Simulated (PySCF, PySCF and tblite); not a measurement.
A run on one conformer of C5H7F2NO, numbered as in [CH3:1][N:2]([CH:3]=[O:4])[CH2:5][CH:6]=[C:7]([F:8])[F:9], from an ensemble study. The sound level was PBE0/pcSseg-1 on GFN2-xTB geometries.

Input:

```
{"job": {"xc": "M06-2X", "basis": "pcSseg-1", "kind": "nmr", "pop": false}, "charge": 0, "multiplicity": 1}
C     -1.118696    -1.038443     0.492623
N     -0.978777     0.070372    -0.414217
C     -1.934525     0.998024    -0.604478
O     -1.841959     1.947920    -1.343079
C      0.279629     0.186612    -1.125680
C      1.390382     0.603296    -0.208346
C      2.439370    -0.148687     0.054290
F      2.672099    -1.353419    -0.457904
F      3.434657     0.186123     0.866130
H     -0.383748    -0.973148     1.299145
H     -2.116694    -1.035003     0.925881
H     -0.966364    -1.980907    -0.039154
H     -2.840278     0.792109    -0.006185
H      0.129575     0.958186    -1.887858
H      0.518160    -0.767272    -1.605053
H      1.309571     1.563181     0.275178
```

Command: OMP_NUM_THREADS=1 python ens_run.py task.json out

Output:

```
NotImplementedError: meta-GGA GIAO
```

**Question.** What is wrong with this calculation?

**Answer.** The setting at fault: functional unknown or not served for shieldings. GIAO shieldings aren't available for M06-2X here. The input was rejected before any iteration.
